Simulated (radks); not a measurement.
Results of a calculation; reference values are marked as such.
Question: Radial electron density D(r) = 4 pi r^2 rho(r) of an atom or ion with 21 electrons. Code: a radial shooting solver on a logarithmic mesh with Libxc functionals. Model: Dirac Kohn-Sham, PBEsol, spin-unpolarised, spherical densities, finite nucleus; Fermi nuclear charge, rms radius of each element as measured or else 0.836 A^(1/3) + 0.57 fm.

| r (bohr) | D(r) (e/bohr) |
|---|---|
| 0.003613 | 1.397 |
| 0.004743 | 2.261 |
| 0.006225 | 3.598 |
| 0.008171 | 5.599 |
| 0.01073 | 8.464 |
| 0.01408 | 12.32 |
| 0.01848 | 17.07 |
| 0.02426 | 22.18 |
| 0.03184 | 26.55 |
| 0.04179 | 28.74 |
| 0.05485 | 27.77 |
| 0.072 | 24.50 |
| 0.0945 | 22.11 |
| 0.124 | 23.93 |
| 0.1615 | 28.96 |
| 0.212 | 31.40 |
| 0.2783 | 25.68 |
| 0.3653 | 15.39 |
| 0.4794 | 10.06 |
| 0.6293 | 11.64 |
| 0.826 | 12.45 |
| 1.084 | 8.382 |
| 1.423 | 3.378 |
| 1.868 | 0.9065 |
| 2.452 | 0.3999 |
| 3.218 | 0.3837 |
| 4.224 | 0.2340 |
| 5.545 | 0.06187 |
| 7.278 | 0.005975 |
| 9.553 | 0.0001562 |

What is the nuclear charge?

Answer: Z = 24. The innermost maximum, from 1s, lies near gamma/Z bohr with gamma = sqrt(1 - (Z/c)^2) = 0.985, here 0.041 bohr (found: 0.0442), and its height grows with Z. The density is that of the chromium ion Cr3+ in [Ar] 3d2 4d1; the configuration itself is not fixed sharply by these data, and Z only to about a unit. D(r) has 4 maxima, at r = 0.0442, 0.204, 0.756, 2.92 bohr, and minima at 0.0984, 0.499, 2.66 bohr, inside which lie 2.14, 10.52, 20.23 electrons.
